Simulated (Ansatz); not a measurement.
Basis sets compared for W4S6⁺. The state is a doublet with charge 1. Geometry r2SCAN-D4/def2-SVP. Ansatz on 4 threads of Arm Neoverse V1 on a shared host; times are rough, and most runs start from earlier orbitals.

```xyz
10

W     0.3420    1.0452   -1.2512
W    -1.0464    1.4142    0.9039
W     0.5870   -0.6742    0.5763
W    -1.7975   -0.6057   -0.3100
S     0.3514    0.6490    2.5445
S    -1.4714    0.0558   -2.4813
S    -3.2661    0.7060    0.9426
S     2.2708    1.9862   -1.3259
S     1.5861   -2.3636   -0.7272
S     2.4441   -2.2129    1.1282
```

In the def2 sets W takes a core potential; there is no spin–orbit coupling. At PBE0-D4/def2-TZVP the charge 1 doublet is spin-contaminated (final ⟨S²⟩ up to 0.83, 0.75 for a pure state). At PBE-D4/def2-TZVP a quartet of charge 1 lies 0.93 eV below the doublet, each at its own geometry. The structure comes from a short search, and lower isomers may exist.

```
           level  functions  energy (Eh)  HOMO (eV)  LUMO (eV)  wall time
 PBE-D4/def2-SVP        236   -2656.0882      -9.64      -9.22       23 s
PBE0-D4/def2-SVP        236   -2655.9797     -10.53      -8.68       56 s
```

Problem. Estimate the rows for PBE-D4/def2-TZVP (with forces), PBE0-D4/def2-TZVP.

Solution. 
```tsv
level	functions	energy (Eh)	HOMO (eV)	LUMO (eV)	wall time
PBE-D4/def2-TZVP (with forces)	382	-2656.9988	-9.45	-9.02	41 s
PBE0-D4/def2-TZVP	382	-2656.8986	-10.30	-8.43	2.8 min
```
